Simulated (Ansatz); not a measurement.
Total energies of `[OH][Zr]([OH])([Br])[Br]`.

Cartesian coordinates in Å:
```
O -0.250 1.333 1.022
Zr 0.067 0.098 -0.373
O 0.014 -1.674 0.283
Br -1.716 0.371 -2.125
Br 2.342 0.537 -1.351
H -0.420 1.846 1.807
H -0.038 -2.511 0.737
```

Total charge 0; spin multiplicity 1. Correlated methods include outer-core shells of Br, Zr, which these sets cover unevenly. Scalar relativity is left out up to krypton. Zr: def2 effective core potential. The geometry is a stationary point of PBE0-D4/def2-TZVP. It is one conformer, not always the lowest. Basis def2-TZVPP, Ansatz.

RPA on PBE orbitals: Hartree–Fock energy of these orbitals -5342.55636 Eh, correlation -2.04171 Eh (frozen core).

| functional | energy without D4 (Eh) | D4 term (kJ/mol) |
| --- | --- | --- |
| PBE | -5346.47723 | -20.2 |
| revPBE | -5346.93768 | -42.3 |
| BLYP | -5347.39656 | -40.8 |
| B97M-V | -5346.43583 | – |
| PBE0 | -5346.62558 | -17.8 |
| r2SCANh | -5347.29435 | -5.4 |
| BHLYP | -5347.21181 | -32.3 |
| CAM-B3LYP | -5347.56153 | -18.9 |
| ωB97X-V | -5346.83923 | – |
| B2PLYP | -5346.45454 | – |

Task: Give the same for LDA (SPW92), r2SCAN, B3LYP, r2SCAN0, HSE06 (plane-wave form), LC-ωPBE, ωB97M-V, PBE-QIDH. (An estimate is asked.)

Result: Ansatz gave: 
| functional | energy without D4 (Eh) | D4 term (kJ/mol) |
| --- | --- | --- |
| LDA (SPW92) | -5339.09900 | – |
| r2SCAN | -5347.32249 | -4.8 |
| B3LYP | -5347.46844 | -32.9 |
| r2SCAN0 | -5347.25428 | -6.0 |
| HSE06 (plane-wave form) | -5346.62686 | -17.1 |
| LC-ωPBE | -5346.60836 | – |
| ωB97M-V | -5346.98194 | – |
| PBE-QIDH | -5345.93489 | – |

B3LYP takes the VWN-RPA correlation (the form of Gaussian; ORCA's B3LYP/G). HSE06 is the plane-wave form, built on full-range PBE exchange. The double hybrids freeze the cores in their second-order part.

LC-ωPBE has ω = 0.4 bohr⁻¹.
